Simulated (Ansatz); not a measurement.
Basis-set series for `OC[SiH2]S`. Total charge 0; spin multiplicity 1. The geometry is a stationary point of PBE0-D4/def2-TZVP. It is one conformer, not always the lowest.

Cartesian coordinates in Å:
```
O 1.007 -0.577 -1.106
C 0.121 -0.955 -0.064
Si -0.307 0.608 0.901
S -1.184 2.043 -0.411
H 1.205 -1.347 -1.644
H -0.804 -1.399 -0.454
H 0.581 -1.687 0.617
H 0.920 1.132 1.553
H -1.329 0.304 1.936
H -0.211 1.879 -1.326
```

```csv
functional,basis,functions,energy (Eh),HOMO (eV),LUMO (eV)
PBE0-D4,def2-TZVPP,230,-804.32701,-7.25,0.31
PBE0-D4,def2-QZVPP,434,-804.35596,-7.29,0.04
ωB97M-V,def2-TZVPP,230,-804.61692,-9.46,1.93
ωB97M-V,def2-QZVPP,434,-804.64449,-9.50,1.38
```

Question: Give the rows for def2-SVP. (Estimate.)

Answer: Ansatz gave: 
```csv
functional,basis,functions,energy (Eh),HOMO (eV),LUMO (eV)
PBE0-D4,def2-SVP,94,-803.94570,-7.10,0.84
ωB97M-V,def2-SVP,94,-804.23050,-9.27,2.69
```

Positive LUMOs are unbound and depend on the basis.
